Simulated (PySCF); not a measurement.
C₃H₁₂AlGeN (SMILES C[N](C)[Al]([CH3])[GeH3]), singlet, at a GFN2-xTB geometry (such geometries of metal compounds can be far from the true shape); DF-CAMB3LYP/pcseg-2 (PySCF).

Here is a job for PySCF.
```python
from pyscf import gto, scf, dft

mol = gto.M(
    atom='''
Al   -0.24810017   -0.39529288    0.64871324
Ge    1.71563222    0.08263356   -0.70739262
H     1.75233759   -0.35501745   -2.15731633
H     2.19389261    1.51248769   -0.85550469
H     2.99325330   -0.56351759   -0.21391799
C    -0.17680299   -1.54431554    2.26631963
H    -0.83342961   -2.41892702    2.18921359
H    -0.48362297   -1.01058153    3.17356356
H     0.83584417   -1.92380193    2.44971822
N    -1.75457467    0.38648820    0.05061315
C    -1.81651951    1.22341288   -1.13401171
C    -3.04465524    0.25135449    0.69849513
H    -2.50318064    0.80708503   -1.88104202
H    -2.15496653    2.23740193   -0.88877654
H    -0.81592808    1.28595585   -1.57528542
H    -3.43527526    1.22484686    1.01866187
H    -3.78322193   -0.20463301    0.02814651
H    -2.93074247   -0.38489338    1.57672101
''',
    basis='pcseg-2',
    verbose=4,
    max_memory=1800,
)

mf = dft.RKS(mol)
mf.xc = 'camb3lyp'
mf = mf.density_fit(auxbasis='def2-universal-jkfit')
mf.kernel()
```

The log (banner, timings and long lists left out):

```
PySCF version 2.14.0

[INPUT] verbose = 4
[INPUT] num. atoms = 18
[INPUT] num. electrons = 82
[INPUT] charge = 0
[INPUT] spin (= nelec alpha-beta = 2S) = 0
[INPUT] symmetry False subgroup None
[INPUT] Mole.unit = angstrom
[INPUT] Symbol           X                Y                Z      unit          X                Y                Z       unit  Magmom
[...]
nuclear repulsion = 495.457462808268
number of shells = 60
number of NR pGTOs = 569
number of NR cGTOs = 365
basis = pcseg-2
ecp = {}

******** <class 'pyscf.df.df_jk.DFRKS'> ********
method = DFRKS
initial guess = minao
damping factor = 0
level_shift factor = 0
DIIS = <class 'pyscf.scf.diis.CDIIS'>
diis_start_cycle = 1
diis_space = 8
diis_damp = 0
SCF conv_tol = 1e-09
SCF conv_tol_grad = None
SCF max_cycles = 50
direct_scf = False
XC library pyscf.dft.libxc version 7.1.2
    S. Lehtola, C. Steigemann, M. J. T. Oliveira, and M. A. L. Marques,  SoftwareX 7, 1–5 (2018)
XC functionals = camb3lyp
    T. Yanai, D. P. Tew, and N. C. Handy,  Chem. Phys. Lett. 393, 51 (2004)
radial grids:
    Treutler-Ahlrichs [JCP 102, 346 (1995); DOI:10.1063/1.469408] (M4) radial grids

becke partition: Becke, JCP 88, 2547 (1988); DOI:10.1063/1.454033
pruning grids: <function nwchem_prune>
grids dens level: 3
symmetrized grids: False
atomic radii adjust function: <function treutler_atomic_radii_adjust>
small_rho_cutoff = 0
Set gradient conv threshold to 3.16228e-05
Initial guess from minao.
tot grids = 213776
******** <class 'pyscf.df.df.DF'> ********
auxbasis = def2-universal-jkfit
Create RSH-DF object <pyscf.df.df.DF object> for omega=0.33
******** <class 'pyscf.df.df.DF'> ********
auxbasis = auxmol.basis = def2-universal-jkfit
init E= -2495.48241962176
[...]
cycle= 1 E= -2495.82992689654  delta_E= -0.348  |g|= 0.649  |ddm|= 3.03
[...]
cycle= 2 E= -2495.82137929193  delta_E= 0.00855  |g|= 0.67  |ddm|= 0.917
[...]
cycle= 3 E= -2495.90224837224  delta_E= -0.0809  |g|= 0.112  |ddm|= 0.47
[...]
cycle= 4 E= -2495.90460672635  delta_E= -0.00236  |g|= 0.0357  |ddm|= 0.0885
[...]
cycle= 5 E= -2495.9048728045  delta_E= -0.000266  |g|= 0.00598  |ddm|= 0.0326
[...]
cycle= 6 E= -2495.90488302692  delta_E= -1.02e-05  |g|= 0.00151  |ddm|= 0.00729
[...]
cycle= 7 E= -2495.90488362595  delta_E= -5.99e-07  |g|= 0.000513  |ddm|= 0.00204
[...]
cycle= 8 E= -2495.90488370216  delta_E= -7.62e-08  |g|= 9.1e-05  |ddm|= 0.00088
[...]
cycle= 9 E= -2495.90488370572  delta_E= -3.56e-09  |g|= 2.92e-05  |ddm|= 0.000197
[...]
cycle= 10 E= -2495.90488370606  delta_E= -3.43e-10  |g|= 1.11e-05  |ddm|= 5.08e-05
[...]
Extra cycle  E= -2495.90488370608  delta_E= -2.09e-11  |g|= 1.01e-05  |ddm|= 1.92e-05
converged SCF energy = -2495.90488370608
```
